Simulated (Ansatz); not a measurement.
Reaction (redistribution): `BB(O)S` + `[SiH3][SiH2][N]1[CH2][AlH]1` → `OB(S)[SiH2][SiH3]` + `B[N]1[CH2][AlH]1`

Calculated with Ansatz (gas phase, PBE0-D4/def2-TZVP geometries, no zero-point term in ΔE). CCSD(T)/CBS adds triple-zeta CCSD(T) − MP2 to the extrapolated MP2 energy (def2 sets, frozen cores). Functionals use def2-TZVPP. Each species was taken in one conformer, which may not be the lowest.

**Question.** Is it downhill or uphill in electronic energy at CCSD(T)/CBS, and by how much? (Best estimate.)

**Answer.** The calculation gave: Downhill: ΔE = -20.4 kcal/mol.

**Question.** What do these levels give: PBE-D4, r2SCAN-D4, ωB97X-V, B2PLYP, MP2/def2-TZVPP, SCS-MP2/def2-TZVPP, CCSD/def2-TZVPP, HF/def2-QZVPP, MP2/def2-QZVPP, SCS-MP2/def2-QZVPP, MP2/CBS(def2), CCSD/CBS(def2)? (Best estimate.)

**Answer.** Computed: PBE-D4 -23.6, r2SCAN-D4 -21.9, ωB97X-V -20.8, B2PLYP -21.1, MP2/def2-TZVPP -20.8, SCS-MP2/def2-TZVPP -20.0, CCSD/def2-TZVPP -20.1, HF/def2-QZVPP -16.9, MP2/def2-QZVPP -20.4, SCS-MP2/def2-QZVPP -19.6, MP2/CBS(def2) -20.3, CCSD/CBS(def2) -19.6 kcal/mol.

Largest T1 diagnostic among the species: 0.014.

In def2-TZVPP, CCSD(T) changes the Hartree–Fock value by −3.6 kcal/mol (the triples alone add −0.8 kcal/mol) and MP2 by −3.5 kcal/mol. From PBE to PBE0 (25 % exact exchange), in def2-TZVPP and without D4, ΔE moves by +1.2 kcal/mol.
